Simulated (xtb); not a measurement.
C5H12O3Si, charge -1, doublet, at a GFN2-xTB geometry (a state made from the parent by changing its charge; the spin is typed, not shown lowest); GFN-FF in xtb.

Here is a job for xtb.
```
$ xtb mol.xyz --gfnff --chrg -1 --uhf 1 --json

# file mol.xyz
21

C     -0.04504038    -2.31190742    -1.59540500
C      0.22790694    -0.91931420    -1.53625136
Si     0.04080792     0.16902932    -0.09732877
O      0.18926883     1.79141942    -0.45205088
C      1.44055666     2.33595593    -0.65442950
O      1.06600412     0.07228515     1.26048838
C      1.07929904    -1.07036143     2.03851065
O     -1.40314014     0.02792947     0.74764931
C     -2.58885233    -0.29182673     0.11591442
H     -0.57921131    -2.79511640    -0.78860213
H     -0.04878099    -2.83075254    -2.54473373
H      0.70422501    -0.51214466    -2.42672374
H      1.35138235     3.42845115    -0.68097074
H      2.12964219     2.04950654     0.14512242
H      1.86742974     1.99481581    -1.60617568
H      1.38174196    -1.94344364     1.44647109
H      0.08590221    -1.27620416     2.45319170
H      1.79099746    -0.92992504     2.86104614
H     -3.03449097     0.58918547    -0.36452225
H     -3.29222912    -0.67756512     0.86403748
H     -2.42820114    -1.05156685    -0.65426728
```

Question: What does xtb print? Leave out banner, timings and long lists.

Answer: 
```
   ID    Z sym.   atoms
    1    6 C      1, 2, 5, 7, 9
    2   14 Si     3
    3    8 O      4, 6, 8
    4    1 H      10-21

           -------------------------------------------------
          |                Calculation Setup                |
           -------------------------------------------------

          ==================== Thresholds ====================
          CN  :   150.00000
          rep :   500.00000
          disp:  2500.00000
          HB1 :   250.00000
          HB2 :   450.00000

          Pauling EN used:
          Z : 1  EN :  2.20
          Z : 6  EN :  2.55
          Z : 8  EN :  3.44
          Z :14  EN :  1.90
          electric field strengths (au): 0.000

           -------------------------------------------------
          |           Force Field Initialization            |
           -------------------------------------------------

          distances ...
          ----------------------------------------
          generating topology and atomic info file ...
          pair mat ...
          computing topology distances matrix with Floyd-Warshall algo ...
          making topology EEQ charges ...
          #fragments for EEQ constrain: 1
          ----------------------------------------
          generating topology and atomic info file ...
          pair mat ...
          computing topology distances matrix with Floyd-Warshall algo ...
          making topology EEQ charges ...
          #fragments for EEQ constrain: 1
          rings ...
          # BATM   140
          # H in HB   0
          doing iterative Hueckel for 1 subsystem(s) ...

  atom   neighbors  erfCN metchar sp-hybrid imet pi  qest     coordinates
    1  C       3    2.79   0.00         2    0    1  -0.065   -0.085114   -4.368872   -3.014879
    2  C       3    2.78   0.00         2    0    1  -0.089    0.430682   -1.737252   -2.903094
    3  Si      4    3.68   0.08         3    0    0   0.484    0.077116    0.319419   -0.183925
    4  O       2    1.92   0.00         3    0    0  -0.424    0.357666    3.385292   -0.854252
    5  C       4    3.56   0.00         3    0    0   0.061    2.722258    4.414317   -1.236693
    6  O       2    1.92   0.00         3    0    0  -0.424    2.014456    0.136599    2.381978
    7  C       4    3.54   0.00         3    0    0   0.061    2.039580   -2.022690    3.852227
    8  O       2    1.92   0.00         3    0    0  -0.424   -2.651551    0.052779    1.412852
[...]
           -------------------------------------------------
          |                   G F N - F F                   |
          |          A general generic force-field          |
          |                  Version 1.0.3                  |
           -------------------------------------------------
          Number of HB bonds (bound hydrogen)     0
          Number of HB bonds (unbound hydrogen)   0
          Number of XB bonds                      0

         :::::::::::::::::::::::::::::::::::::::::::::::::::::
         ::                     SUMMARY                     ::
         :::::::::::::::::::::::::::::::::::::::::::::::::::::
         :: total energy              -4.221625693323 Eh    ::
         :: gradient norm              0.145484048603 Eh/a0 ::
         ::.................................................::
         :: bond energy               -3.069792530699 Eh    ::
         :: angle energy               0.018039782722 Eh    ::
         :: torsion energy            -0.000080580359 Eh    ::
         :: repulsion energy           0.146922871416 Eh    ::
         :: electrostat energy        -1.304518905619 Eh    ::
         :: dispersion energy         -0.012947975596 Eh    ::
         :: HB energy                  0.000000000000 Eh    ::
         :: XB energy                  0.000000000000 Eh    ::
         :: bonded atm energy          0.000751644812 Eh    ::
         :: external energy            0.000000000000 Eh    ::
         :: add. restraining           0.000000000000 Eh    ::
         :: total charge              -1.000000000000 e     ::
         :::::::::::::::::::::::::::::::::::::::::::::::::::::

           -------------------------------------------------
          |                Property Printout                |
           -------------------------------------------------

molecular dipole:
                 x           y           z       tot (Debye)
 q only:        0.176      -0.579      -0.501       1.997

           -------------------------------------------------
          | TOTAL ENERGY               -4.221625693323 Eh   |
          | GRADIENT NORM               0.145484048603 Eh/α |
           -------------------------------------------------
########################################################################
[WARNING] Runtime exception occurred
-1- gfnff_setup: Could not read topology file.
########################################################################

normal termination of xtb
```
